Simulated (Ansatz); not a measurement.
One change: `ClCCCl` becomes `BCCCCl`.

Ansatz, PBE0-D4/def2-TZVP geometries, multiplicity 1. Each molecule was computed in one conformer, which needn't be the lowest.

```
                                          property  `ClCCCl`
                 LUMO energy (PBE/def2-TZVPP) / eV     -0.85
                LUMO energy (PBE0/def2-TZVPP) / eV      0.32
             HOMO energy (ωB97M-V/def2-TZVPP) / eV    -10.94
size of the dipole moment (ωB97M-V/def2-TZVPP) / D      0.00
             HOMO–LUMO gap (B3LYP/def2-TZVPP) / eV      8.44
  size of the dipole moment (B3LYP/def2-TZVPP) / D      0.00
```

Q: What does the change do to each property? (Estimate.)

A: Computed: 
```tsv
property	`BCCCCl`	shift
LUMO energy (PBE/def2-TZVPP) / eV	-2.35	-1.50
LUMO energy (PBE0/def2-TZVPP) / eV	-1.32	-1.64
HOMO energy (ωB97M-V/def2-TZVPP) / eV	-10.66	0.28
size of the dipole moment (ωB97M-V/def2-TZVPP) / D	1.79	1.79
HOMO–LUMO gap (B3LYP/def2-TZVPP) / eV	6.53	-1.91
size of the dipole moment (B3LYP/def2-TZVPP) / D	1.79	1.79
```

With PBE0 the HOMO rises by 0.30 eV and the LUMO falls by 1.64 eV, so the gap narrows by about 1.94 eV. PBE moves the HOMO by 0.30 eV and ωB97M-V by 0.28 eV.

B3LYP here is the variant with VWN-RPA as its local correlation; programs differ in this.
